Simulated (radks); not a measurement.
Task: The mean radii <r> (bohr) of the occupied orbitals of an atom or ion are listed with their occupations. Calculated with a radial shooting solver on a logarithmic mesh with Libxc functionals: non-relativistic Kohn-Sham, LDA (Slater exchange, Perdew-Wang correlation), spin-unpolarised, spherical densities, point nucleus.

| orbital | occ. | <r> |
|---|---|---|
| 1s | 2 | 0.02198 |
| 2s | 2 | 0.09319 |
| 2p | 6 | 0.07890 |
| 3s | 2 | 0.2384 |
| 3p | 6 | 0.2282 |
| 3d | 10 | 0.2011 |
| 4s | 2 | 0.5274 |
| 4p | 6 | 0.5349 |
| 4d | 10 | 0.5503 |
| 4f | 8 | 0.5829 |

Name the element and its charge.

Result: Z = 69, thulium, charge +15: Tm15+ in [Kr] 4d10 4f8. The 1s radius gives Z: for a bare nucleus <r> = 1.5/Z, 0.02174 bohr for Z = 69, and screening makes it slightly larger (0.02198 here). The occupations add up to 54, and the charge is Z minus that.
